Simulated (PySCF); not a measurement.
## CH4ClFO2Si

CH4ClFO2Si is a small molecule, neutral, singlet. The structure, one conformer, was relaxed in the gas phase by PBE0-D3(BJ)/def2-SVP. No frequency run checks that it is a minimum.

SMILES: CO[Si](O)(F)Cl

```xyz
10

Si    1.186    0.041    0.433
O     2.602   -0.511   -0.151
Cl    1.059   -0.411    2.414
O    -0.044   -0.607   -0.420
C    -1.414   -0.370   -0.205
F     1.101    1.646    0.331
H     2.620   -0.749   -1.083
H    -1.705   -0.619    0.830
H    -1.989   -1.008   -0.891
H    -1.675    0.683   -0.400
```
Atoms count from 1 in this order.

Shieldings: GIAO PBE0/pcSseg-2. Shifts are against computed references at the same level: C TMS (σ 184.1 ppm), H TMS (σ 31.24 ppm), Si TMS (σ 341.3 ppm). Core levels by delta-SCF with SCAN, pcX-2 on the ionised atom and pcseg-1 elsewhere, spin-free X2C (2p3/2 is the spin-free 2p value less a third of a first-order spin-orbit splitting); from the vacuum level, for chosen atoms.

(1) Give the NMR and core-level values of the distinct atoms.

(2) Which of O2, O4 holds its core electrons tightest, and by how much against the loosest?

(3) By CAM-B3LYP/def2-SVPD (TDDFT singlets, Tamm-Dancoff triplets, ionisation by delta-SCF), where does absorption start, and what does vertical ionisation take?

Results:

(1) 
```json
{"atoms": "Si1", "bonded to": "1 Cl + 1 F + 2 O", "σ (ppm)": "402.2", "δ (ppm)": "-60.9", "core level (eV)": "2p3/2 109.62"}
{"atoms": "O2", "bonded to": "1 Si + 1 H", "σ (ppm)": "275.6", "δ (ppm)": "-", "core level (eV)": "1s 539.59"}
{"atoms": "Cl3", "bonded to": "1 Si", "σ (ppm)": "933.2", "δ (ppm)": "-", "core level (eV)": "2p3/2 206.54"}
{"atoms": "O4", "bonded to": "1 C + 1 Si", "σ (ppm)": "285.0", "δ (ppm)": "-", "core level (eV)": "1s 539.03"}
{"atoms": "C5", "bonded to": "1 O + 3 H", "σ (ppm)": "130.6", "δ (ppm)": "53.6", "core level (eV)": "-"}
{"atoms": "F6", "bonded to": "1 Si", "σ (ppm)": "303.3", "δ (ppm)": "-", "core level (eV)": "1s 692.84"}
{"atoms": "H7", "bonded to": "1 O", "σ (ppm)": "28.97", "δ (ppm)": "2.27", "core level (eV)": "-"}
{"atoms": "H8 H9 H10", "bonded to": "1 C", "σ (ppm)": "27.59", "δ (ppm)": "3.65", "core level (eV)": "-"}
```

Values are those of this one static structure, with the three H of a rotating XH3 group averaged; atoms that internal rotation interchanges would show their mean in an NMR spectrum.

(2) O2 (bonded to 1 Si + 1 H), by 0.56 eV over O4 (bonded to 1 C + 1 Si).

(3) The lowest singlet lies at 7.95 eV (f 0.007), the strongest of the first 6 at 9.02 eV (f 0.098), the lowest triplet at 7.69 eV; vertical ionisation takes 11.50 eV.
